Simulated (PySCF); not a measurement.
## Electronic absorption of C6H7FO2

C₆H₇FO₂.
SMILES: `C#CC(=O)O[C@H](F)CC`

Method used: TDDFT CAM-B3LYP/def2-SVPD, vertical, gas phase, core orbitals frozen in the response (PySCF 2.14.0, density-fitted response routines). Geometry: GFN2-xTB, one conformer, isolated molecule. Torsions of this conformer, `[CH:1]#[C:2][C:3](=[O:4])[O:5][C@H:6]([F:7])[CH2:8][CH3:9]`: C2–C3–O5–C6 176°, C3–O5–C6–F7 -102°, O5–C6–C8–C9 -70°.

| state | λ (nm) | E (eV) | f | main configurations (H = HOMO, L = LUMO) |
| --- | --- | --- | --- | --- |
| S1 | 248.0 | 5.00 | 0.0000 | H→L (96%) |
| S2 | 213.4 | 5.81 | 0.0003 | H-2→L (88%) |
| S3 | 201.8 | 6.14 | 0.081 | H-1→L (72%), H→L+2 (19%) |
| S4 | 175.5 | 7.07 | 0.0002 | H-1→L+2 (91%) |
| S5 | 168.1 | 7.38 | 0.069 | H-3→L (81%) |
| S6 | 163.4 | 7.59 | 0.043 | H-4→L (71%) |
| S7 | 147.6 | 8.40 | 0.031 | H→L+1 (65%), H→L+3 (20%) |
| S8 | 145.2 | 8.54 | 0.0009 | H-6→L (27%), H-7→L (26%), H-8→L (11%) |

Triplets (Tamm–Dancoff): T1 4.57 eV, H→L (70%), H-1→L (22%); T2 4.58 eV, H-1→L (68%), H→L (22%); T3 5.37 eV, H-2→L (83%).

The lowest singlet lies at 5.00 eV (248 nm, ultraviolet) and is dark (f under 0.0005); its leading configuration is HOMO→LUMO (96%). The strongest level in the table is S3 at 6.14 eV (202 nm, f = 0.081). Löwdin shares by element: HOMO carbon 52% or more, oxygen 40%; LUMO carbon 63% or more, oxygen 21% or more (atoms not listed hold the other 16%). Of the 8 states listed, 4 reach f = 0.01 and 3 stay under 0.0005. The listed states span 3.54 eV, and the widest gap between neighbours is 0.92 eV (S3 to S4). The oscillator strengths of these states sum to 0.225; summed over the whole spectrum of an exact calculation they would give the number of electrons, 68 (Thomas–Reiche–Kuhn). The window holds the lowest 8 singlets.
